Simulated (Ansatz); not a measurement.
H$_{6}$NOSbSi (`[OH][SbH][NH][SiH3]`). Total charge 0; spin multiplicity 1. Sb takes the def2 core potential. The geometry is a stationary point of PBE0-D4/def2-TZVP. It is one conformer, not always the lowest.

```xyz
10

O    -1.137    0.789    1.902
Sb   -1.904   -0.033    0.281
N    -0.329    0.136   -0.964
Si    1.303   -0.339   -0.656
H    -1.417    1.702    2.001
H    -1.398   -1.565    0.845
H    -0.478    0.814   -1.698
H     1.256   -1.528    0.231
H     1.972   -0.687   -1.941
H     2.131    0.712   -0.001
```

What is the dipole moment at ωB97M-V/def2-TZVPP? (Estimate.)

Ansatz gave: 2.69 D, with components (-1.93, 1.34, -1.31) D in this frame, pointing from negative to positive charge.

And with PBE, r2SCAN, B3LYP? (An estimate is asked.)

Computed: PBE 2.52 D, r2SCAN 2.57 D, B3LYP 2.68 D.

Give the Mulliken charges with ωB97M-V, r2SCAN, PBE in def2-TZVPP. (Best estimate.)

Ansatz gave: 
| atom | ωB97M-V | r2SCAN | PBE |
| --- | --- | --- | --- |
| O1 | -0.51 | -0.54 | -0.48 |
| Sb2 | 0.69 | 0.74 | 0.65 |
| N3 | -0.53 | -0.57 | -0.47 |
| Si4 | 0.27 | 0.40 | 0.29 |
| H5 | 0.16 | 0.19 | 0.17 |
| H6 | -0.07 | -0.11 | -0.10 |
| H7 | 0.10 | 0.14 | 0.13 |
| H8 | -0.03 | -0.07 | -0.05 |
| H9 | -0.04 | -0.08 | -0.06 |
| H10 | -0.05 | -0.09 | -0.07 |

B3LYP here is the variant with VWN-RPA as its local correlation; programs differ in this.
